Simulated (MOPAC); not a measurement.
A run for MOPAC: PM6 on CH7GeNO (a complex), monomers drawn apart or pushed together.

```
PM6 1SCF PRECISE CHARGE=0 THREADS=1
CH7GeNO

Ge    -0.15182131 1    -0.51402076 1    -0.00192693 1
H     -1.49489666 1     0.14345315 1     0.32297864 1
H      0.05049723 1    -0.53408449 1    -1.53086324 1
H     -0.07597583 1    -1.94448337 1     0.53690278 1
H      0.99626272 1     0.32648531 1     0.59237580 1
N      1.21521208 1     0.71301016 1     4.15244415 1
C      0.09135693 1     0.03258486 1     4.47661389 1
O     -0.65610678 1    -0.49272948 1     3.68043552 1
H      1.47395733 1     0.80694746 1     3.18264135 1
H      1.79441488 1     1.12774194 1     4.86048042 1
H     -0.08632418 1    -0.00054990 1     5.56663905 1
```

The log:

```
*******************************************************************************
 **                                                                           **
 **                              MOPAC v23.2.5                                **
 **                                                                           **
 *******************************************************************************
 ** MOPAC's Digital Object Identifier: https://doi.org/10.5281/zenodo.6511958 **
 **                                                                           **
 ** Please cite the open-source release paper for use of this MOPAC version:  **
 ** J. E. Moussa and J. J. P. Stewart (2026)                                  **
 ** MOPAC: An open-source semiempirical molecular orbital program             **
 ** J. Open Source Softw., 11(119), 8025, https://doi.org/10.21105/joss.08025 **
 *******************************************************************************

                              PM6 CALCULATION RESULTS

 *******************************************************************************
 *  PM6        - The PM6 Hamiltonian to be used
 *
 *
 *
 *                 CHARGE ON SYSTEM = 0
 *
 *
 *
 *  PRECISE    - TIGHTER CRITERIA TO BE USED
 *  1SCF       - DO 1 SCF AND THEN STOP
 *  THREADS=1  - MULTI-THREADING NOT USED
 *  T=         - A TIME OF 172800.0 SECONDS REQUESTED
 *  DUMP=N     - RESTART FILE WRITTEN EVERY 7200.0 SECONDS REQUESTED
 *******************************************************************************
PM6 1SCF PRECISE CHARGE=0 THREADS=1
 CH7GeNO

   ATOM   CHEMICAL          X               Y               Z
  NUMBER   SYMBOL      (ANGSTROMS)     (ANGSTROMS)     (ANGSTROMS)

     1      Ge         -0.15182131  *  -0.51402076  *  -0.00192693  *
     2       H         -1.49489666  *   0.14345315  *   0.32297864  *
     3       H          0.05049723  *  -0.53408449  *  -1.53086324  *
     4       H         -0.07597583  *  -1.94448337  *   0.53690278  *
     5       H          0.99626272  *   0.32648531  *   0.59237580  *
     6       N          1.21521208  *   0.71301016  *   4.15244415  *
     7       C          0.09135693  *   0.03258486  *   4.47661389  *
     8       O         -0.65610678  *  -0.49272948  *   3.68043552  *
     9       H          1.47395733  *   0.80694746  *   3.18264135  *
    10       H          1.79441488  *   1.12774194  *   4.86048042  *
    11       H         -0.08632418  *  -0.00054990  *   5.56663905  *



          CARTESIAN COORDINATES

    NO.       ATOM           X           Y           Z

     1        Ge         -0.1518     -0.5140     -0.0019
     2         H         -1.4949      0.1435      0.3230
     3         H          0.0505     -0.5341     -1.5309
     4         H         -0.0760     -1.9445      0.5369
     5         H          0.9963      0.3265      0.5924
     6         N          1.2152      0.7130      4.1524
     7         C          0.0914      0.0326      4.4766
     8         O         -0.6561     -0.4927      3.6804
     9         H          1.4740      0.8069      3.1826
    10         H          1.7944      1.1277      4.8605
    11         H         -0.0863     -0.0005      5.5666

 General Reference for PM6:
 "Optimization of Parameters for Semiempirical Methods V: Modification of NDDO Approximations
 and Application to 70 Elements", J. J. P. Stewart, J. Mol. Mod., 13, 1173-1213 (2007)
 URL: https://link.springer.com/article/10.1007/s00894-007-0233-4

           Empirical Formula: C H7 N O Ge  =    11 atoms



      MOLECULAR POINT GROUP   :   Cs


      RHF CALCULATION, NO. OF DOUBLY OCCUPIED LEVELS = 13


 -------------------------------------------------------------------------------
 PM6 1SCF PRECISE CHARGE=0 THREADS=1
 CH7GeNO



     1SCF WAS SPECIFIED, SO BFGS WAS NOT USED
     SCF FIELD WAS ACHIEVED


                              PM6 CALCULATION
                                                       MOPAC v23.2.5 Linux




          FINAL HEAT OF FORMATION =        -21.47772 KCAL/MOL =     -89.86277 KJ/MOL


          COSMO AREA              =        140.73 SQUARE ANGSTROMS
          COSMO VOLUME            =        126.31 CUBIC ANGSTROMS

          IONIZATION POTENTIAL    =         10.606011 EV
          HOMO LUMO ENERGIES (EV) =        -10.606  0.943
          NO. OF FILLED LEVELS    =         13
          MOLECULAR WEIGHT        =        121.6624         POINT GROUP:  Cs

          MOLECULAR DIMENSIONS (Angstroms)

            Atom       Atom       Distance
            H    11    H     3     7.11884
            H    10    H     2     3.43745
            H     4    H     2     2.32616


          SCF CALCULATIONS        =          1





   ATOM   CHEMICAL          X               Y               Z
  NUMBER   SYMBOL      (ANGSTROMS)     (ANGSTROMS)     (ANGSTROMS)

     1      Ge         -0.15182131  *  -0.51402076  *  -0.00192693  *
     2       H         -1.49489666  *   0.14345315  *   0.32297864  *
     3       H          0.05049723  *  -0.53408449  *  -1.53086324  *
     4       H         -0.07597583  *  -1.94448337  *   0.53690278  *
     5       H          0.99626272  *   0.32648531  *   0.59237580  *
     6       N          1.21521208  *   0.71301016  *   4.15244415  *
     7       C          0.09135693  *   0.03258486  *   4.47661389  *
     8       O         -0.65610678  *  -0.49272948  *   3.68043552  *
     9       H          1.47395733  *   0.80694746  *   3.18264135  *
    10       H          1.79441488  *   1.12774194  *   4.86048042  *
    11       H         -0.08632418  *  -0.00054990  *   5.56663905  *

                             CARTESIAN COORDINATES

   1   Ge       -0.151821310    -0.514020760    -0.001926930
   2    H       -1.494896660     0.143453150     0.322978640
   3    H        0.050497230    -0.534084490    -1.530863240
   4    H       -0.075975830    -1.944483370     0.536902780
   5    H        0.996262720     0.326485310     0.592375800
   6    N        1.215212080     0.713010160     4.152444150
   7    C        0.091356930     0.032584860     4.476613890
   8    O       -0.656106780    -0.492729480     3.680435520
   9    H        1.473957330     0.806947460     3.182641350
  10    H        1.794414880     1.127741940     4.860480420
  11    H       -0.086324180    -0.000549900     5.566639050


           Empirical Formula: C H7 N O Ge  =    11 atoms



      MOLECULAR POINT GROUP   :   Cs


                  EIGENVALUES
 -33.39860 -30.90913 -22.89128 -19.31243 -19.07458 -16.93683 -15.16057 -14.47176
 -11.88784 -11.88756 -11.79672 -10.79053 -10.60601   0.94286   2.12934   2.47294
   2.64216   2.75181   3.88975   4.25681   4.48810   5.36751   6.39415


              NET ATOMIC CHARGES AND DIPOLE CONTRIBUTIONS

  ATOM NO.   TYPE          CHARGE      No. of ELECS.   s-Pop       p-Pop
    1         Ge          -0.561258        4.5613     1.22148     3.33978
    2          H           0.153197        0.8468     0.84680
    3          H           0.129534        0.8705     0.87047
    4          H           0.152555        0.8474     0.84745
    5          H           0.126164        0.8738     0.87384
    6          N          -0.568678        5.5687     1.47313     4.09554
    7          C           0.457292        3.5427     1.08857     2.45414
    8          O          -0.530965        6.5310     1.85093     4.68003
    9          H           0.269337        0.7307     0.73066
   10          H           0.268866        0.7311     0.73113
   11          H           0.103957        0.8960     0.89604
 DIPOLE           X         Y         Z       TOTAL
 POINT-CHG.     2.624     1.813     2.321     3.944
 HYBRID         0.369     0.214    -0.295     0.519
 SUM            2.994     2.027     2.026     4.144


          ATOMIC ORBITAL ELECTRON POPULATIONS

     Atom    s        px        py        pz
    1 Ge   1.22148   1.11516   1.12127   1.10336
    2  H   0.84680
    3  H   0.87047
    4  H   0.84745
    5  H   0.87384
    6  N   1.47313   1.32248   1.57429   1.19877
    7  C   1.08857   0.76754   0.74054   0.94606
    8  O   1.85093   1.52966   1.51313   1.63724
    9  H   0.73066
   10  H   0.73113
   11  H   0.89604

 **********************
 *                    *
 * JOB ENDED NORMALLY *
 *                    *
 **********************




 == MOPAC DONE ==
```

The run finished.

Cost: roughly 0.03 core-seconds.
